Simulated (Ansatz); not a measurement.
`[CH3][Ga]([CH3])[O][Ga]([CH3])[CH3]` + H–F → `[CH3][Ga]([CH3])[F]` + `[CH3][Ga]([CH3])[OH]`  (ligand exchange at a Ga–O bond)

Program: Ansatz. Geometries: PBE0-D4/def2-TZVP. ΔE: electronic, gas phase. CCSD(T)/CBS is the MP2 limit (def2-TZVPP, def2-QZVPP) plus CCSD(T) − MP2 in def2-TZVPP, frozen cores. This one scheme is used for every species. DFT in def2-TZVPP. For Ga outer-core shells are correlated without core-valence functions, which leaves a few kJ/mol of doubt a bond. Scalar relativity is left out up to krypton. Each species was taken in one conformer, which may not be the lowest.

`[CH3][Ga]([CH3])[O][Ga]([CH3])[CH3]`:

```xyz
19

C    -1.303   -1.641    2.767
Ga   -0.756   -0.271    1.472
C    -1.270    1.631    1.441
O     0.356   -0.844    0.197
Ga    0.959   -0.208   -1.360
C     2.484   -1.185   -2.117
C     0.025    1.350   -2.127
H    -0.840   -2.599    2.529
H    -1.015   -1.351    3.781
H    -2.389   -1.763    2.763
H    -1.864    1.911    2.313
H    -1.854    1.847    0.543
H    -0.380    2.265    1.409
H     2.779   -2.002   -1.458
H     3.339   -0.518   -2.259
H     2.230   -1.596   -3.097
H     0.411    1.616   -3.112
H    -1.044    1.143   -2.217
H     0.134    2.215   -1.468
```

H–F:

Z-matrix (Å, degrees):
```
F
H 1 0.920
```

`[CH3][Ga]([CH3])[F]`:

Cartesian coordinates in Å:
```
C -0.122 0.199 1.798
Ga -0.483 0.175 -0.122
C 0.553 -0.366 -1.688
F -2.098 0.784 -0.533
H 0.212 -0.782 2.145
H 0.672 0.914 2.026
H -1.019 0.485 2.347
H -0.060 -0.302 -2.586
H 1.424 0.282 -1.810
H 0.920 -1.389 -1.577
```

`[CH3][Ga]([CH3])[OH]`:

```xyz
11

C     0.958    1.040    1.270
Ga   -0.083    0.273   -0.199
C    -0.567   -1.605   -0.530
O    -0.652    1.512   -1.374
H     0.478    0.838    2.231
H     1.050    2.119    1.144
H     1.958    0.603    1.309
H    -1.216   -1.973    0.269
H     0.325   -2.235   -0.538
H    -1.088   -1.731   -1.480
H    -1.165    1.158   -2.102
```

```json
{"level": "BLYP", "ΔE (eV)": "-0.58"}
{"level": "RPA@PBE/def2-TZVPP", "ΔE (eV)": "-0.27"}
```

(1) What does CCSD(T)/CBS give? (An estimate is asked.)

Largest T1 diagnostic among the species: 0.013.

Results:

(1) Ansatz gave: -0.29 eV. The listed levels differ from it by -0.29, 0.02 eV.

Leaving LDA and LC-ωPBE aside and taking each functional with its dispersion term where it has one, the values, not all of them listed here, spread over 0.10 eV, from B97M-V to BHLYP-D4. LDA lies +0.11 eV from PBE without D4. The D4 term adds +0.16 eV with B3LYP and +0.10 eV with PBE0; it sums over pairs of atoms, weighted by their polarisabilities, and B3LYP, whose exchange is more repulsive, gets the larger term. From PBE to PBE0 (25 % exact exchange), in def2-TZVPP and without D4, ΔE moves by +0.04 eV.

B3LYP here is the variant with VWN-RPA as its local correlation; programs differ in this.
